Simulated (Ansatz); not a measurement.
`CNC(N)[SiH3]` + `C[O][Sc]([OH])[Cl]` → `C[O][Sc]([Cl])[O][SiH3]` + `CNCN`  (ligand exchange at the Si–C bond)

Gas-phase electronic energies from Ansatz, PBE0-D4/def2-TZVP geometries. CCSD(T)/CBS is the MP2 limit (def2-TZVPP, def2-QZVPP) plus CCSD(T) − MP2 in def2-TZVPP, frozen cores. DFT in def2-TZVPP. For Sc outer-core shells are correlated without core-valence functions, which leaves a few kJ/mol of doubt a bond. Scalar relativity is left out up to krypton. Each species was taken in one conformer, which may not be the lowest.

`CNC(N)[SiH3]`:

Cartesian coordinates in Å:
```
C -1.851 0.633 -0.360
N -1.010 -0.494 -0.015
C 0.390 -0.353 -0.412
N 1.093 -1.610 -0.522
Si 1.444 0.769 0.714
H -1.516 1.600 0.048
H -1.893 0.730 -1.449
H -2.867 0.450 -0.007
H -1.081 -0.697 0.976
H 0.373 0.104 -1.410
H 0.558 -2.258 -1.091
H 1.215 -2.041 0.387
H 0.697 2.003 1.085
H 1.713 0.001 1.965
H 2.735 1.161 0.091
```

`C[O][Sc]([OH])[Cl]`:

Cartesian coordinates in Å:
```
C -0.079 -1.252 -1.343
O -0.074 -0.156 -0.491
Sc -0.050 1.227 0.724
O 0.395 0.891 2.491
Cl -0.596 3.375 0.006
H -0.842 -1.135 -2.120
H -0.287 -2.177 -0.792
H 0.893 -1.362 -1.836
H 0.639 0.590 3.361
```

`C[O][Sc]([Cl])[O][SiH3]`:

Cartesian coordinates in Å:
```
C -1.107 -2.634 -0.031
O -1.146 -1.265 -0.271
Sc -1.064 0.551 -0.531
Cl -2.856 1.700 -1.458
O 0.507 1.452 -0.025
Si 1.908 2.147 0.442
H -0.162 -2.922 0.442
H -1.929 -2.932 0.629
H -1.208 -3.190 -0.969
H 1.861 3.617 0.221
H 3.045 1.584 -0.337
H 2.151 1.891 1.889
```

`CNCN`:

Cartesian coordinates in Å:
```
C -1.429 0.167 -0.117
N -0.327 -0.731 -0.386
C 0.882 -0.421 0.358
N 1.613 0.719 -0.129
H -1.192 1.169 -0.487
H -2.320 -0.167 -0.650
H -1.679 0.257 0.954
H -0.604 -1.686 -0.199
H 0.676 -0.240 1.427
H 1.529 -1.301 0.298
H 1.123 1.582 0.065
H 1.728 0.651 -1.133
```

```csv
level,ΔE (eV)
r2SCAN-D4,-1.36
PBE0-D4,-1.29
B2PLYP,-1.45
PBE,-1.24
HF/def2-QZVPP,-1.75
HF/CBS(def2),-1.75
MP2/CBS(def2),-1.41
CCSD/CBS(def2),-1.45
```

(1) What does CCSD(T)/CBS give? (Best estimate.)

Largest T1 diagnostic among the species: 0.015.

Answers

(1) Ansatz gave: -1.40 eV. The listed levels differ from it by 0.04, 0.11, -0.05, 0.16, -0.35, -0.35, -0.01, -0.05 eV.

From PBE to PBE0 (25 % exact exchange), in def2-TZVPP and without D4, ΔE moves by −0.09 eV. In def2-TZVPP, CCSD(T) changes the Hartree–Fock value by +0.31 eV (the triples alone add +0.05 eV) and MP2 by +0.31 eV. The D4 term adds +0.07 eV with B3LYP and +0.04 eV with PBE0; it sums over pairs of atoms, weighted by their polarisabilities, and B3LYP, whose exchange is more repulsive, gets the larger term.

B3LYP here is the variant with VWN-RPA as its local correlation; programs differ in this.
